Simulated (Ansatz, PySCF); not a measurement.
4,4-dichlorobut-1-yne (C₄H₄Cl₂), SMILES C#CCC(Cl)Cl. Atoms are numbered in the order given.

```xyz
10

C     -1.9998    -0.0178     2.4940
C     -1.2744    -0.4674     1.6362
C     -0.3799    -0.9977     0.6115
C      0.5219     0.0726    -0.0073
Cl     1.7047    -0.7067    -1.1142
Cl    -0.4401     1.3148    -0.8687
H     -2.6498     0.3795     3.2507
H      0.2755    -1.7710     1.0462
H     -0.9525    -1.4788    -0.1984
H      1.1043     0.6012     0.7553
```
Charge 0, spin multiplicity 1.

Geometry optimised at B3LYP-D3(BJ)/def2-SVP. The values are those of a single conformer.

Two levels are set side by side: PBE-D3(BJ)/def2-SVP (Ansatz, a quantum-chemistry and plane-wave program) and B3LYP-D3(BJ)/def2-SVP (Ansatz). Each level has its own optimised geometry; the coordinates shown are those of the second. Frequencies come from the Hessian of PySCF at each geometry. Differences are taken from unrounded values.

```json
[
 {"quantity": "mean bond length (Å)", "B3LYP-D3(BJ)": "1.352"},
 {"quantity": "bond C1–C2 (Å)", "B3LYP-D3(BJ)": "1.210"},
 {"quantity": "bond C2–C3 (Å)", "B3LYP-D3(BJ)": "1.460"},
 {"quantity": "bond C3–C4 (Å)", "B3LYP-D3(BJ)": "1.530"},
 {"quantity": "bond C4–Cl5 (Å)", "B3LYP-D3(BJ)": "1.798"},
 {"quantity": "bond C4–Cl6 (Å)", "B3LYP-D3(BJ)": "1.792"},
 {"quantity": "bond C1–H7 (Å)", "B3LYP-D3(BJ)": "1.074"},
 {"quantity": "bond C3–H8 (Å)", "B3LYP-D3(BJ)": "1.103"},
 {"quantity": "bond C3–H9 (Å)", "B3LYP-D3(BJ)": "1.102"},
 {"quantity": "bond C4–H10 (Å)", "B3LYP-D3(BJ)": "1.096"},
 {"quantity": "highest harmonic wavenumber (cm⁻¹)", "B3LYP-D3(BJ)": "3471"},
 {"quantity": "mean harmonic wavenumber (cm⁻¹)", "B3LYP-D3(BJ)": "1221"},
 {"quantity": "zero-point energy (kcal/mol)", "B3LYP-D3(BJ)": "41.88"}
]
```

Task: What does PBE-D3(BJ) give, and how far is it from B3LYP-D3(BJ)? (An estimate is asked for; the answer gives what the named calculation found.)

Result: 
```
quantity                            PBE-D3(BJ)  PBE-D3(BJ) minus B3LYP-D3(BJ)
----------------------------------  ----------  -----------------------------
mean bond length (Å)                     1.357                          0.006
bond C1–C2 (Å)                           1.222                          0.012
bond C2–C3 (Å)                           1.459                         -0.001
bond C3–C4 (Å)                           1.535                          0.004
bond C4–Cl5 (Å)                          1.799                          0.001
bond C4–Cl6 (Å)                          1.793                          0.001
bond C1–H7 (Å)                           1.081                          0.007
bond C3–H8 (Å)                           1.112                          0.009
bond C3–H9 (Å)                           1.111                          0.009
bond C4–H10 (Å)                          1.105                          0.010
highest harmonic wavenumber (cm⁻¹)        3408                            -63
mean harmonic wavenumber (cm⁻¹)           1183                            -37
zero-point energy (kcal/mol)             40.60                          -1.28
```

GGA bonds tend to be longer and softer than those of functionals with exact exchange. Differences between two approximate levels are no errors against the true value.
